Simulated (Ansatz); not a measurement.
Species: Si$_{2}$N$_{2}$H$_{8}$ (charge 0, singlet). SMILES: N[SiH2][SiH2]N
Geometry: optimised at B3LYP-D3(BJ)/def2-TZVP (Ansatz, a quantum-chemistry and plane-wave program).

Cost and difference of B3LYP with Ansatz in habitual basis sets for the atomisation energy (kcal/mol). Conventions: valence correlation only; atomisation electronic, to ground-state atoms; 6-31G* and kin with 6d, 5d where marked; 6-311+G** with 5d, 6d on Na to Ar in Ansatz; dispersion terms only where a functional's name holds one; UHF or UKS for open shells; non-relativistic; LANL2DZ with its own core potentials from Na on; spin-orbit terms left out. CBS(X,Y): correlation extrapolated as X^-3; Hartree-Fock from the larger set. Ab initio and DFT rows: single points at B3LYP-D3(BJ) geometries (Ansatz). Costs are core time of energy and forces over that of the cheapest set, on one shared machine, to one figure and rough; under a factor of 2 they don't order.

Coupled cluster (Ansatz) is a level with limits of its own, used here on species with T1 under 0.025 (0.045 for open shells) and stable references: CCSD(T)/CBS(aug-cc-pV(T+d)Z,aug-cc-pV(Q+d)Z).

Value to compare with: 921.9 kcal/mol.

| level | relative cost | atomisation energy (kcal/mol) | difference |
|---|---|---|---|
| B3LYP/STO-3G | 1× | 1092.1 | 170.2 |
| B3LYP/LANL2DZ | 1× | 866.0 | -55.9 |
| B3LYP/3-21G | 1× | 852.6 | -69.3 |
| B3LYP/6-31G | 2× | 833.8 | -88.1 |
| B3LYP/6-31G* | 3× | 891.9 | -30.0 |
| B3LYP/6-31G** | 3× | 903.6 | -18.3 |
| B3LYP/cc-pVDZ | 3× | 881.6 | -40.3 |
| B3LYP/def2-SVP | 3× | 902.3 | -19.6 |
| B3LYP/6-31+G* | 3× | 895.3 | -26.6 |
| B3LYP/6-311+G** | 5× | 902.0 | -19.9 |

The dearest set gives -19.9 kcal/mol. A small set can land close by cancelling terms.
